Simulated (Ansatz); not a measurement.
Start from `C=[CH][InH2]` and change one element to get `C=[CH][AlH2]`.

Ansatz, PBE0-D4/def2-TZVP geometries, multiplicity 1. 

Elements past krypton have def2 core potentials.

```tsv
property	`C=[CH][InH2]`
HOMO–LUMO gap (ωB97M-V/def2-TZVPP) / eV	9.54
HOMO–LUMO gap (PBE/def2-TZVPP) / eV	3.87
HOMO energy (PBE0/def2-TZVPP) / eV	-7.59
HOMO energy (PBE/def2-TZVPP) / eV	-6.41
HOMO energy (ωB97M-V/def2-TZVPP) / eV	-9.77
LUMO energy (PBE/def2-TZVPP) / eV	-2.54
```

**Question.** Give the same properties after the change, and the shifts. (An estimate is asked.)

**Answer.** The calculation gave: 
```csv
property,`C=[CH][AlH2]`,shift
HOMO–LUMO gap (ωB97M-V/def2-TZVPP) / eV,10.38,0.84
HOMO–LUMO gap (PBE/def2-TZVPP) / eV,4.30,0.43
HOMO energy (PBE0/def2-TZVPP) / eV,-8.09,-0.50
HOMO energy (PBE/def2-TZVPP) / eV,-6.80,-0.39
HOMO energy (ωB97M-V/def2-TZVPP) / eV,-10.32,-0.55
LUMO energy (PBE/def2-TZVPP) / eV,-2.49,0.05
```

With PBE0 the HOMO falls by 0.50 eV and the LUMO rises by 0.11 eV, so the gap widens by about 0.61 eV. PBE moves the HOMO by -0.39 eV and ωB97M-V by -0.55 eV.
